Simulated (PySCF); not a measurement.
**Electric field gradients and quadrupole coupling constants**

Species: C3H11BBrN.
Geometry (PBE0-D3(BJ)/def2-SVP, Å), atoms numbered from 1 in this order:
```
atom  x, y, z in Å
C1    -0.2337    0.4669    2.2311
N2    -0.3075    1.5587    1.2421
C3    -1.3922    1.2800    0.2800
C4     0.9801    1.6635    0.5277
B5    -0.6157    2.9223    2.0895
Br6   -0.7334    4.4841    0.8047
H7    -0.0246   -0.4888    1.7265
H8     0.5619    0.6927    2.9514
H9    -1.1886    0.4065    2.7671
H10   -1.4686    2.1246   -0.4156
H11   -1.1828    0.3474   -0.2657
H12   -2.3374    1.1910    0.8293
H13    1.7745    1.8582    1.2585
H14    0.9275    2.5106   -0.1671
H15    1.1870    0.7294   -0.0165
H16   -1.6897    2.7460    2.6323
H17    0.3284    3.0708    2.8416
```

Field gradients from the PBE0/pcSseg-1 density (PySCF, non-relativistic), principal values in atomic units, ordered |Vxx| ≤ |Vyy| ≤ |Vzz|:

| atom | Vxx | Vyy | Vzz |
| --- | --- | --- | --- |
| N2 | 0.2520 | 0.2772 | -0.5293 |
| B5 | 0.0415 | 0.2102 | -0.2517 |
| Br6 | -1.7513 | -2.6258 | 4.3771 |

Find the asymmetry η = (Vxx − Vyy)/Vzz and the couplings χ = eQV/h (234.96 MHz × Q in barn × V in au), with Q(14N) = 0.02044 b, Q(11B) = 0.04059 b, Q(79Br) = 0.313 b.

| atom | environment | nucleus | η | χzz (MHz) | χxx (MHz) | χyy (MHz) |
| --- | --- | --- | --- | --- | --- | --- |
| N2 | nitrogen bonded to B and 3 C | 14N | 0.05 | -2.542 | 1.210 | 1.331 |
| B5 | four-coordinate boron | 11B | 0.67 | -2.401 | 0.396 | 2.005 |
| Br6 | bromine bonded to B | 79Br | 0.20 | 321.9 | -128.8 | -193.1 |

The tensor is traceless: Vxx + Vyy + Vzz = 0.

What is Vzz at N2 in SI units (1 au = 9.71736 × 10²¹ V/m²)?

-0.5293 au = -5.143 × 10²¹ V/m².

What couplings would deuterons (Q(2H) = 0.00286 b) have in place of the hydrogens, at this geometry?

```tsv
atom	bonded to	bond length (Å)	Vzz (au)	η	χzz (kHz)
H7	C1	1.101	0.2837	0.08	191
H8	C1	1.097	0.2878	0.07	193
H9	C1	1.097	0.2878	0.07	193
H10	C3	1.097	0.2812	0.07	189
H11	C3	1.101	0.2844	0.08	191
H12	C3	1.097	0.2885	0.08	194
H13	C4	1.097	0.2885	0.08	194
H14	C4	1.097	0.2813	0.07	189
H15	C4	1.101	0.2844	0.08	191
H16	B5	1.216	0.1952	0.09	131
H17	B5	1.216	0.1953	0.09	131
```

Isolated species at its PBE0-D3(BJ)/def2-SVP geometry, gas phase. The calculation is non-relativistic, for bromine too. The small basis limits the accuracy of the gradients.

These values come from a run that also computed NMR shieldings. Hardware: one thread, x86-64 server, on a shared host. Cost: 25 s.
